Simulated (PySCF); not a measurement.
Job file and geometry (Å, from PBE0-D3(BJ)/def2-SVP) of an NMR shielding run on `C=CC1=C(OC)PCC1`, C₇H₁₁OP, PySCF, GIAO PBE0/pcSseg-1 NMR shielding, non-relativistic, gas phase; density fitting, a coarse starting grid and PySCF grid level 2 are the driver's defaults:

```
$ OMP_NUM_THREADS=1 python probes_run.py task.json out

{"job": {"kind": "nmr", "xc": "PBE0", "basis": "pcSseg-1"}, "charge": 0, "multiplicity": 1}
C     -0.309649     1.017730     2.644222
C      0.211774     0.128446     1.783073
C     -0.225501    -0.084316     0.417838
C      0.418705    -0.924141    -0.435441
O      1.530639    -1.586949    -0.073104
C      1.984391    -2.635319    -0.888818
P     -0.347960    -1.037432    -2.120149
C     -1.812920    -0.109418    -1.447891
C     -1.366311     0.668669    -0.209364
H     -1.137763     1.676901     2.368867
H      0.084019     1.117085     3.658447
H      1.047780    -0.500598     2.104715
H      2.908367    -3.013875    -0.432621
H      2.210419    -2.289362    -1.912914
H      1.248371    -3.455046    -0.949849
H      0.355512     0.076688    -2.696492
H     -2.552639    -0.878017    -1.171362
H     -2.271289     0.520365    -2.224663
H     -2.203393     0.803335     0.495189
H     -1.029230     1.685599    -0.487972
```

**Question.** What does the program print?

**Answer.** 
```
coarse grid: 17136 points
cycle   1  E = -689.1599223315  dE =  1.217e+00  |g| = 5.528e-01  |ddm| = 4.202e+00
cycle   2  E = -689.1109957692  dE =  4.893e-02  |g| = 7.385e-01  |ddm| = 1.265e+00
cycle   3  E = -689.2259982200  dE = -1.150e-01  |g| = 8.850e-02  |ddm| = 7.954e-01
cycle   4  E = -689.2273662175  dE = -1.368e-03  |g| = 4.900e-02  |ddm| = 1.452e-01
cycle   5  E = -689.2279298114  dE = -5.636e-04  |g| = 1.714e-02  |ddm| = 7.020e-02
cycle   6  E = -689.2279928322  dE = -6.302e-05  |g| = 5.047e-03  |ddm| = 2.067e-02
cycle   7  E = -689.2279989138  dE = -6.082e-06  |g| = 1.275e-03  |ddm| = 7.069e-03
final grid: 160688 points
cycle   8  E = -689.2932587466  dE = -2.822e-05  |g| = 1.279e-02  |ddm| = 4.109e-02
cycle   9  E = -689.2932130374  dE =  4.571e-05  |g| = 1.964e-02  |ddm| = 3.000e-02
cycle  10  E = -689.2932923575  dE = -7.932e-05  |g| = 2.632e-03  |ddm| = 2.043e-02
cycle  11  E = -689.2932939988  dE = -1.641e-06  |g| = 4.191e-04  |ddm| = 2.982e-03
cycle  12  E = -689.2932940343  dE = -3.552e-08  |g| = 1.876e-04  |ddm| = 6.440e-04
cycle  13  E = -689.2932940434  dE = -9.047e-09  |g| = 4.275e-05  |ddm| = 2.369e-04
cycle  14  E = -689.2932940438  dE = -4.150e-10  |g| = 1.963e-05  |ddm| = 6.178e-05
converged SCF energy = -689.2932940438

GIAO shielding tensors (ppm)
atom      isotropic    diamagn.    paramagn.     s11        s22        s33       span
  0 C       68.127     256.125    -187.998    -32.599     74.247    162.734    195.333
  1 C       47.609     250.725    -203.116    -71.496     46.950    167.372    238.869
  2 C       54.347     261.282    -206.935    -36.303     67.830    131.514    167.817
  3 C       21.102     261.261    -240.159    -49.425     47.163     65.566    114.991
  4 O      227.893     400.127    -172.233    105.543    273.379    304.758    199.216
  5 C      123.666     242.546    -118.880     94.025    101.378    175.594     81.569
  6 P      400.849     966.811    -565.962    328.000    427.427    447.121    119.120
  7 C      163.359     253.356     -89.997    144.342    165.881    179.856     35.513
  8 C      149.368     246.591     -97.222    128.177    156.684    163.243     35.066
  9 H       26.241      32.560      -6.319     23.343     24.140     31.238      7.895
 10 H       26.093      28.498      -2.405     24.171     24.535     29.574      5.402
 11 H       24.308      32.494      -8.186     20.994     22.393     29.536      8.542
 12 H       27.443      27.157       0.286     23.282     25.676     33.371     10.089
 13 H       27.633      28.156      -0.522     23.475     26.297     33.128      9.653
 14 H       27.547      27.622      -0.075     24.048     25.289     33.305      9.257
 15 H       26.863      29.937      -3.074     22.956     24.935     32.697      9.740
 16 H       29.566      30.630      -1.064     24.117     27.859     36.722     12.605
 17 H       29.549      29.598      -0.048     24.933     26.900     36.816     11.883
 18 H       28.659      31.695      -3.037     23.278     27.712     34.986     11.708
 19 H       28.805      31.643      -2.837     24.669     27.317     34.430      9.762
```

Size and cost of the density-fitted run: 215 basis functions, 47 s wall time on 1 thread of an Intel Xeon Platinum 8488C, shared host; peak memory 1.1 GiB.
